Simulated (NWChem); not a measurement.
System: C$_{6}$H$_{4}$; SMILES C#C/C=C/C#C

NWChem printed, in part:

```
             Northwest Computational Chemistry Package (NWChem) 7.3.0
             --------------------------------------------------------

 C2H symmetry detected

                             Geometry "geometry" -> ""
                             -------------------------

 Output coordinates in angstroms (scale by  1.889725989 to convert to a.u.)

  No.       Tag          Charge          X              Y              Z
 ---- ---------------- ---------- -------------- -------------- --------------
    1 C                    6.0000    -0.12420862     3.08333616     0.00000000
    2 C                    6.0000     0.12830474     1.88163887     0.00000000
    3 C                    6.0000     0.46109723     0.50609801     0.00000000
    4 C                    6.0000    -0.46109723    -0.50609801     0.00000000
    5 C                    6.0000    -0.12830474    -1.88163887     0.00000000
    6 C                    6.0000     0.12420862    -3.08333616     0.00000000
    7 H                    1.0000    -0.35592475     4.13917996     0.00000000
    8 H                    1.0000     1.53481198     0.24765933     0.00000000
    9 H                    1.0000    -1.53481198    -0.24765933     0.00000000
   10 H                    1.0000     0.35592475    -4.13917996     0.00000000

 Effective nuclear repulsion energy (a.u.)     160.2001287884

      Symmetry information
      --------------------

 Group name             C2h
 Group number             21
 Group order               4
 No. of unique centers     5

                                 NWChem DFT Module
                                 -----------------

 Summary of "ao basis" -> "ao basis" (spherical)
 ------------------------------------------------------------------------------
       Tag                 Description            Shells   Functions and Types
 ---------------- ------------------------------  ------  ---------------------
 C                          def2-svp                 6       14   3s2p1d
 H                          def2-svp                 3        5   2s1p

      Symmetry analysis of basis
      --------------------------

        ag         38
        au         14
        bg         14
        bu         38

            General Information
            -------------------
          SCF calculation type: DFT
          Wavefunction type:  closed shell.
          No. of atoms     :    10
          No. of electrons :    40
           Alpha electrons :    20
            Beta electrons :    20
          Charge           :     0
          Spin multiplicity:     1
          Use of symmetry is: on ; symmetry adaption is: on
          Maximum number of iterations: 150
          AO basis - number of functions:   104
                     number of shells:    48
          Convergence on energy requested:  1.00D-06
          Convergence on density requested:  1.00D-05
          Convergence on gradient requested:  5.00D-04

              XC Information
              --------------
                        M06-L Method XC Functional
                         M06-L Exchange Functional  1.000
                       M06-L Correlation Potential  1.000

             Grid Information
             ----------------
          Grid used for XC integration:  medium
          Radial quadrature: Mura-Knowles
          Angular quadrature: Lebedev.
          Tag              B.-S. Rad. Rad. Pts. Rad. Cut. Ang. Pts.
          ---              ---------- --------- --------- ---------
          C                   0.70       49          15.0       434
          H                   0.35       45          15.0       434
          Grid pruning is: on
          Number of quadrature shells:   237
          Spatial weights used:  Erf1

      Superposition of Atomic Density Guess
      -------------------------------------

 Sum of atomic energies:        -227.74597922

      Non-variational initial energy
      ------------------------------

 Total energy =    -231.059292
 1-e energy   =    -621.020834
 2-e energy   =     229.761413
 HOMO         =      -0.261590
 LUMO         =      -0.069826

      Symmetry analysis of molecular orbitals - initial
      -------------------------------------------------

  Numbering of irreducible representations:

     1 ag          2 au          3 bg          4 bu

  Orbital symmetries:

     1 ag          2 bu          3 ag          4 bu          5 ag
     6 bu          7 ag          8 bu          9 ag         10 bu
    11 ag         12 bu         13 bu         14 ag         15 ag
    16 au         17 bg         18 bu         19 ag         20 au
    21 bg         22 ag         23 bu         24 au         25 bu
    26 ag         27 bu         28 bg         29 ag         30 bu

     ---------------------------------------------
      Total Density - Mulliken Population Analysis
     ---------------------------------------------

    Atom       Charge   Shell Charges
 -----------   ------   -------------------------------------------------------
    1 C    6     6.36   1.99  0.99  0.61  1.91  0.84  0.03
    2 C    6     5.84   1.99  0.97  0.26  1.92  0.66  0.04
    3 C    6     6.04   1.99  0.96  0.26  1.89  0.91  0.04
    4 C    6     6.04   1.99  0.96  0.26  1.89  0.91  0.04
    5 C    6     5.84   1.99  0.97  0.26  1.92  0.66  0.04
    6 C    6     6.36   1.99  0.99  0.61  1.91  0.84  0.03
    7 H    1     0.86   0.62  0.22  0.03
    8 H    1     0.89   0.66  0.21  0.02
    9 H    1     0.89   0.66  0.21  0.02
   10 H    1     0.86   0.62  0.22  0.03

   convergence    iter        energy       DeltaE   RMS-Dens  Diis-err
 ---------------- ----- ----------------- --------- --------- ---------
 d= 0,ls=0.0,diis     1   -230.6314935039 -3.91D+02  8.52D-03  3.78D-01
 d= 0,ls=0.0,diis     2   -230.6606000646 -2.91D-02  5.72D-03  1.70D-01
 d= 0,ls=0.0,diis     3   -230.6468130536  1.38D-02  3.49D-03  2.37D-01
 d= 0,ls=0.0,diis     4   -230.6772497577 -3.04D-02  1.30D-03  3.21D-02
 d= 0,ls=0.0,diis     5   -230.6814413257 -4.19D-03  5.57D-04  4.66D-04
  Resetting Diis
 d= 0,ls=0.0,diis     6   -230.6815107440 -6.94D-05  7.01D-05  1.05D-05
 d= 0,ls=0.0,diis     7   -230.6815120786 -1.33D-06  3.37D-05  1.37D-06
 d= 0,ls=0.0,diis     8   -230.6815121362 -5.76D-08  9.42D-06  9.81D-07

         Total DFT energy =     -230.681512136220
      One electron energy =     -625.653962542365
           Coulomb energy =      268.519476019705
    Exchange-Corr. energy =      -33.747154401924
 Nuclear repulsion energy =      160.200128788363

 Numeric. integr. density =       39.999994347343

                  Occupations of the irreducible representations
                  ----------------------------------------------

                     irrep           alpha         beta
                     --------     --------     --------
                     ag                9.0          9.0
                     au                2.0          2.0
                     bg                1.0          1.0
                     bu                8.0          8.0

                       DFT Final Molecular Orbital Analysis
                       ------------------------------------

 Vector   18  Occ=2.000000D+00  E=-2.653548D-01  Symmetry=bu
              MO Center= -2.8D-15, -1.3D-13, -3.3D-17, r^2= 7.4D+00
   Bfn.  Coefficient  Atom+Function         Bfn.  Coefficient  Atom+Function
  ----- ------------  ---------------      ----- ------------  ---------------
     4      0.295642   1 C  px               18      0.296515   2 C  px
    60      0.296515   5 C  px               74      0.295642   6 C  px
     7      0.174533   1 C  px               77      0.174533   6 C  px
    21      0.165406   2 C  px               63      0.165406   5 C  px
    90     -0.084724   8 H  s                95      0.084724   9 H  s

 Vector   19  Occ=2.000000D+00  E=-2.583915D-01  Symmetry=ag
              MO Center=  2.8D-15,  1.3D-13, -1.3D-16, r^2= 7.3D+00
   Bfn.  Coefficient  Atom+Function         Bfn.  Coefficient  Atom+Function
  ----- ------------  ---------------      ----- ------------  ---------------
     4      0.298814   1 C  px               74     -0.298814   6 C  px
    18      0.267058   2 C  px               60     -0.267058   5 C  px
     7      0.179368   1 C  px               77     -0.179368   6 C  px
    21      0.151311   2 C  px               63     -0.151311   5 C  px
    90     -0.111406   8 H  s                95     -0.111406   9 H  s

 Vector   20  Occ=2.000000D+00  E=-2.190738D-01  Symmetry=au
              MO Center=  6.4D-16, -2.5D-15, -1.1D-16, r^2= 6.4D+00
   Bfn.  Coefficient  Atom+Function         Bfn.  Coefficient  Atom+Function
  ----- ------------  ---------------      ----- ------------  ---------------
     6      0.305100   1 C  pz               76      0.305100   6 C  pz
    34     -0.268285   3 C  pz               48     -0.268285   4 C  pz
     9      0.207629   1 C  pz               79      0.207629   6 C  pz
    37     -0.194287   3 C  pz               51     -0.194287   4 C  pz
    20      0.176096   2 C  pz               62      0.176096   5 C  pz

 Vector   21  Occ=0.000000D+00  E=-9.314559D-02  Symmetry=bg
              MO Center= -1.1D-15, -8.0D-15, -1.1D-15, r^2= 5.6D+00
   Bfn.  Coefficient  Atom+Function         Bfn.  Coefficient  Atom+Function
  ----- ------------  ---------------      ----- ------------  ---------------
    37      0.363068   3 C  pz               51     -0.363068   4 C  pz
    34      0.342328   3 C  pz               48     -0.342328   4 C  pz
     9     -0.290965   1 C  pz               79      0.290965   6 C  pz
     6     -0.281456   1 C  pz               76      0.281456   6 C  pz
    23      0.118068   2 C  pz               65     -0.118068   5 C  pz

 Vector   22  Occ=0.000000D+00  E= 1.672955D-03  Symmetry=ag
              MO Center= -2.3D-12, -3.8D-11, -1.3D-16, r^2= 7.5D+00
   Bfn.  Coefficient  Atom+Function         Bfn.  Coefficient  Atom+Function
  ----- ------------  ---------------      ----- ------------  ---------------
    31      0.473725   3 C  s                45      0.473725   4 C  s
     7     -0.418135   1 C  px               77      0.418135   6 C  px
    91     -0.355846   8 H  s                96     -0.355846   9 H  s
    21      0.349739   2 C  px               63     -0.349739   5 C  px
     4     -0.283006   1 C  px               74      0.283006   6 C  px

 Vector   23  Occ=0.000000D+00  E= 1.730370D-03  Symmetry=bu
              MO Center=  2.3D-12,  3.8D-11, -8.7D-17, r^2= 7.8D+00
   Bfn.  Coefficient  Atom+Function         Bfn.  Coefficient  Atom+Function
  ----- ------------  ---------------      ----- ------------  ---------------
     7      0.428927   1 C  px               77      0.428927   6 C  px
    21     -0.395986   2 C  px               63     -0.395986   5 C  px
    18     -0.323470   2 C  px               60     -0.323470   5 C  px
     4      0.292419   1 C  px               74      0.292419   6 C  px
    91      0.271238   8 H  s                96     -0.271238   9 H  s

     ---------------------------------------------
      Total Density - Mulliken Population Analysis
     ---------------------------------------------

    Atom       Charge   Shell Charges
 -----------   ------   -------------------------------------------------------
    1 C    6     6.36   1.99  0.92  0.60  1.99  0.84  0.02
    2 C    6     5.74   1.99  0.93  0.23  2.03  0.53  0.04
    3 C    6     6.09   1.99  0.93  0.28  2.06  0.79  0.04
    4 C    6     6.09   1.99  0.93  0.28  2.06  0.79  0.04
    5 C    6     5.74   1.99  0.93  0.23  2.03  0.53  0.04
    6 C    6     6.36   1.99  0.92  0.60  1.99  0.84  0.02
    7 H    1     0.90   0.73  0.14  0.03
    8 H    1     0.91   0.75  0.14  0.02
    9 H    1     0.91   0.75  0.14  0.02
   10 H    1     0.90   0.73  0.14  0.03

     -------------------------------------------
      Total Density - Lowdin Population Analysis
     -------------------------------------------

    Atom       Charge   Shell Charges
 -----------   ------   -------------------------------------------------------
    1 C    6     6.06   1.97  0.64  0.36  1.81  1.24  0.05
    2 C    6     6.02   1.97  0.64  0.31  1.84  1.19  0.08
    3 C    6     6.02   1.97  0.61  0.30  1.88  1.18  0.09
    4 C    6     6.02   1.97  0.61  0.30  1.88  1.18  0.09
    5 C    6     6.02   1.97  0.64  0.31  1.84  1.19  0.08
    6 C    6     6.06   1.97  0.64  0.36  1.81  1.24  0.05
    7 H    1     0.95   0.61  0.26  0.08
    8 H    1     0.95   0.63  0.24  0.07
    9 H    1     0.95   0.63  0.24  0.07
   10 H    1     0.95   0.61  0.26  0.08

     Multipole analysis of the density
     ---------------------------------

     L   x y z        total         alpha         beta         nuclear
     -   - - -        -----         -----         ----         -------
     0   0 0 0     -0.000000    -20.000000    -20.000000     40.000000

     1   1 0 0     -0.000000     -0.000000     -0.000000      0.000000
     1   0 1 0      0.000000      0.000000      0.000000      0.000000
     1   0 0 1     -0.000000     -0.000000     -0.000000      0.000000

     2   2 0 0    -25.063475    -26.635061    -26.635061     28.206648
     2   1 1 0     -1.580774      1.146152      1.146152     -3.873078
     2   1 0 1      0.000000      0.000000      0.000000      0.000000
     2   0 2 0    -18.124924   -355.513256   -355.513256    692.901588
     2   0 1 1      0.000000      0.000000      0.000000      0.000000
     2   0 0 2    -27.842515    -13.921257    -13.921257      0.000000
```

Level: M06-L/def2-SVP. The geometry was optimised at PBE-D3(BJ)/def2-SVP.

Q: Reconstruct the input file.

A: One answer among several that fit: the input that was run:
```
start job
memory heap 200 mb stack 900 mb global 1100 mb
geometry units angstroms noautoz
  C     -0.128411     3.083164     0.000000
  C      0.125740     1.881812     0.000000
  C      0.460407     0.506726     0.000000
  C     -0.460407    -0.506726     0.000000
  C     -0.125740    -1.881812     0.000000
  C      0.128411    -3.083164     0.000000
  H     -0.361566     4.138691     0.000000
  H      1.534473     0.249751     0.000000
  H     -1.534473    -0.249751     0.000000
  H      0.361566    -4.138691     0.000000
end
basis spherical
  C library def2-svp
  H library def2-svp
end
dft
  xc m06-l
  iterations 150
  mulliken
end
task dft energy
```
